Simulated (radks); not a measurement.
Question: Cd I, configuration [Kr] 4d10 5s2 (the NIST ground configuration). Method: scalar-relativistic Kohn-Sham, PBE, spin-unpolarised, spherical densities, finite nucleus; Fermi nuclear charge, rms radius 4.6087 fm; computed with a radial shooting solver on a logarithmic mesh with Libxc functionals. Some entries of the table are withheld. Estimate them.

orbital  occ.  eigenvalue (hartree)  <r^2> (bohr^2)
1s          2             -974.7508             (1)
2s          2             -144.7147         0.02043
2p          6             -129.8543         0.01611
3s          2                   (2)          0.1468
3p          6             -22.09637          0.1480
3d         10             -14.46598          0.1333
4s          2              -3.89221          0.8757
4p          6              -2.46103           1.057
4d         10              -0.43120           2.033
5s          2              -0.20798           9.760
5p          0              -0.04349           25.18

Answer: 
(1) 1s <r^2> (bohr^2): 0.001250
(2) 3s eigenvalue (hartree): -26.97176
